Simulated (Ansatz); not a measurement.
C3H5FSi can be A, `F/C=C1/C[SiH2]1`, or B, `FC1([SiH3])C=C1`.

Isolated molecules relaxed with PBE0-D4/def2-TZVP in Ansatz; ΔE leaves out vibrations. CBS: MP2 limit from def2 TZ/QZ plus the TZ coupled-cluster correction, frozen cores. Functionals use def2-TZVPP. B3LYP here is the variant with VWN-RPA as its local correlation; programs differ in this.

Problem. Which is lower in electronic energy at CCSD(T)/CBS, and by how much? (Estimate.)

Solution. The calculation gave: A, by 56.4 kJ/mol.

Problem. Give E(B) − E(A) in kJ/mol with r2SCAN-D4, MP2/def2-TZVPP, B3LYP, CCSD(T)/def2-TZVPP, PBE-D4, B3LYP-D4, HF/def2-TZVPP. (An estimate is asked.)

Solution. Ansatz gave: r2SCAN-D4 66.4, MP2/def2-TZVPP 57.2, B3LYP 62.1, CCSD(T)/def2-TZVPP 60.4, PBE-D4 68.2, B3LYP-D4 61.4, HF/def2-TZVPP 45.8. None reverses the order clearly.

Largest T1 diagnostic: 0.013.

From PBE to PBE0 (25 % exact exchange), in def2-TZVPP and without D4, E(B) − E(A) moves by −3.1 kJ/mol. In def2-TZVPP, CCSD(T) changes the Hartree–Fock value by +14.6 kJ/mol (the triples alone add +2.1 kJ/mol) and MP2 by +11.3 kJ/mol.
